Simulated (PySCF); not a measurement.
This PySCF input asks for the NMR shieldings of `InChI=1S/C5H6F2O/c6-5(7)4-2-1-3-8-4/h1-2,4-5H,3H2/t4-/m1/s1`; the geometry comes from PBE0-D3(BJ)/def2-SVP.

```python
import basis_set_exchange as bse
import numpy as np
from pyscf import gto, dft
from pyscf.prop import nmr

atoms = """
F     0.990127   -0.867056   -1.684892
C     1.673468   -0.263308   -0.692628
F     2.346000    0.783935   -1.222951
C     0.713868    0.247521    0.374665
C    -0.385790    1.097956   -0.190253
C    -1.550625    0.488150    0.016208
C    -1.322460   -0.802473    0.735771
O     0.069890   -0.849949    0.973047
H     2.399046   -0.985479   -0.279489
H     1.325335    0.789641    1.123283
H    -0.213176    2.044071   -0.702889
H    -2.534619    0.843452   -0.294160
H    -1.644151   -1.674163    0.133325
H    -1.867037   -0.852619    1.698129
"""
names = dict.fromkeys(["F", "C", "O", "H"], "pcSseg-1")
basis = {el: gto.basis.parse(bse.get_basis(n, elements=[el], fmt="nwchem")) for el, n in names.items()}
mol = gto.M(atom=atoms, basis=basis, charge=0, verbose=0)
mf = dft.RKS(mol, xc="HYB_GGA_XC_MPW1PW")
mf.grids.level = 2
mf.grids.alignment = dft.numint.BLKSIZE   # the property module wants whole blocks of grid points
mf.conv_tol = 1e-9
mf.kernel()

calc = nmr.RKS(mf)   # GIAO
C = mf.mo_coeff
Co = C[:, mf.mo_occ > 0]
resp = mf.gen_response(singlet=True, hermi=2)
def vind(x):   # induced exchange potential for any number of trial vectors
    d = np.einsum("pi,xij,qj->xpq", C, 2 * x.reshape(-1, C.shape[1], Co.shape[1]), Co, optimize=True)
    return np.einsum("xpq,pi,qj->xij", resp(d - d.transpose(0, 2, 1)), C, Co, optimize=True).ravel()
mo1, _ = nmr.rhf.solve_mo1(calc, with_cphf=vind)
sigma = calc.kernel(mo1)
for i, s in enumerate(sigma):   # ppm
    w = np.linalg.eigvalsh((s + s.T) / 2)
    print("%2d %-2s iso %8.1f  s11 %8.1f  s22 %8.1f  s33 %8.1f" % (i, mol.atom_pure_symbol(i), w.mean(), *w))
```

Question: Give the expected output.

Answer: 
```
 0 F  iso    325.0  s11    231.0  s22    345.1  s33    398.9
 1 C  iso     65.9  s11     50.5  s22     69.8  s33     77.5
 2 F  iso    324.4  s11    232.8  s22    339.0  s33    401.3
 3 C  iso     95.3  s11     66.0  s22     90.9  s33    129.0
 4 C  iso     52.6  s11    -59.2  s22     74.7  s33    142.3
 5 C  iso     43.3  s11    -70.4  s22     61.2  s33    139.1
 6 C  iso    104.5  s11     68.3  s22     95.3  s33    150.0
 7 O  iso    293.6  s11    223.6  s22    286.2  s33    370.9
 8 H  iso     25.7  s11     23.1  s22     24.9  s33     29.0
 9 H  iso     26.5  s11     23.1  s22     26.0  s33     30.6
10 H  iso     25.3  s11     22.9  s22     25.8  s33     27.1
11 H  iso     25.1  s11     23.1  s22     24.6  s33     27.5
12 H  iso     26.5  s11     22.8  s22     24.8  s33     32.0
13 H  iso     26.5  s11     22.3  s22     24.8  s33     32.4
```

These numbers come from an equivalent density-fitted implementation of the same equations, which agrees with the script to about 0.01 ppm for H and up to a few tenths of a ppm for heavy atoms, so last digits may differ.

Question: Turn these shieldings into chemical shifts. Scale: CFCl3 for 19F (σref 177.88); TMS for 13C (σref 183.54) and 1H (σref 31.32); 17O (σref 333.30) vs H2O (reference shieldings calculated alike).

Answer: Averaging equivalent atoms: F 2: -146.5; F 0: -147.1; C 5: 140.2; C 4: 130.9; C 1: 117.6; C 3: 88.2; C 6: 79.0; O 7: 39.7; H 11: 6.24; H 10: 6.04; H 8: 5.65; H 12: 4.81; H 9: 4.79; H 13: 4.79 ppm. Unscaled 19F shifts against computed CFCl3 carry errors that often reach 10 to 50 ppm. Experimental scales use liquid or dissolved standards, which lie at an offset from isolated H2O (liquid H2O: subtract about 36 ppm).

Size and cost of the density-fitted run: 166 basis functions, 14 s wall time on 1 thread of an x86-64 server CPU, shared host.
